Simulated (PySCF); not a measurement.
TeF₂: from structure and modes to constants

All numbers come from PBE0/[Te def2-TZVP with ECP28, F def2-TZVP], scalar-relativistic core potentials, density fitting, no spin–orbit coupling, PySCF.

The singlet minimum has C2v symmetry. Masses (u): Te 129.90622, F 18.99840.

```xyz
3
charge 0 multiplicity 1, angstrom
Te    0.0000    0.0000   -0.2863
F     1.3909    0.0000    0.9929
F    -1.3909    0.0000    0.9929
```

Harmonic wavenumbers (cm⁻¹): 209.0 (a1, ×1), 636.7 (b2, ×1), 655.3 (a1, ×1).

(1) Find the principal moments of inertia and the rotational constants. What kind of rotor is it?

(2) Find the vibrational entropy and heat capacity at 298.15 K.

(3) Give the standard entropy (298.15 K, 1 bar) by its translational, rotational, vibrational and spin parts, and Cp.

## Answers

(1) About the centre of mass I = 48.11, 73.508, 121.62 u Å². With B = 16.8576/I this gives 0.3504, 0.2293, 0.1386 cm⁻¹. The molecule is an asymmetric top with κ = -0.14.

(2) With u = 1.43878 ω/T, each mode gives S = R[u/(eᵘ−1) − ln(1−e⁻ᵘ)] and C = R u² eᵘ/(eᵘ−1)².
```json
{"ω (cm⁻¹)": "209.0", "u": "1.009", "S (J/(mol K))": "8.59", "C (J/(mol K))": "7.64"}
{"ω (cm⁻¹)": "636.7", "u": "3.073", "S (J/(mol K))": "1.63", "C (J/(mol K))": "4.00"}
{"ω (cm⁻¹)": "655.3", "u": "3.162", "S (J/(mol K))": "1.52", "C (J/(mol K))": "3.84"}
```
The sums over all modes are S = 11.7 and C = 15.5 J/(mol K); the softest mode gives 73 % of the entropy.

(3) Sackur–Tetrode with M = 167.90 u gives 172.8; rotation with symmetry number 2 gives 96.7; vibration 11.7; spin R ln 1 = 0.0. The total is 281.2 J/(mol K), and Cp = 4 R + 15.5 = 48.7 J/(mol K).
